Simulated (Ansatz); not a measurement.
One change: `NBOCN` becomes `CBOCN`.

Ansatz, PBE0-D4/def2-TZVP geometries, multiplicity 1. Each molecule was computed in one conformer, which needn't be the lowest.

```json
{"property": "LUMO energy (B3LYP/def2-TZVPP) / eV", "`NBOCN`": "0.81"}
{"property": "size of the dipole moment (B3LYP/def2-TZVPP) / D", "`NBOCN`": "0.71"}
{"property": "HOMO–LUMO gap (B3LYP/def2-TZVPP) / eV", "`NBOCN`": "7.75"}
{"property": "LUMO energy (PBE/def2-TZVPP) / eV", "`NBOCN`": "0.32"}
{"property": "size of the dipole moment (PBE/def2-TZVPP) / D", "`NBOCN`": "0.68"}
{"property": "HOMO energy (PBE0/def2-TZVPP) / eV", "`NBOCN`": "-7.17"}
```

Task: What does the change do to each property? (An estimate is asked.)

Result: Computed: 
```
                                        property  `CBOCN`  shift
             LUMO energy (B3LYP/def2-TZVPP) / eV     0.09  -0.72
size of the dipole moment (B3LYP/def2-TZVPP) / D     2.13   1.42
           HOMO–LUMO gap (B3LYP/def2-TZVPP) / eV     7.27  -0.48
               LUMO energy (PBE/def2-TZVPP) / eV    -0.66  -0.98
  size of the dipole moment (PBE/def2-TZVPP) / D     2.10   1.42
              HOMO energy (PBE0/def2-TZVPP) / eV    -7.41  -0.24
```

With PBE0 the HOMO falls by 0.24 eV and the LUMO falls by 0.82 eV, so the gap narrows by about 0.58 eV. PBE moves the HOMO by -0.26 eV and ωB97M-V by -0.24 eV. Dipoles are sizes alone; their direction can turn.

B3LYP here is the variant with VWN-RPA as its local correlation; programs differ in this.
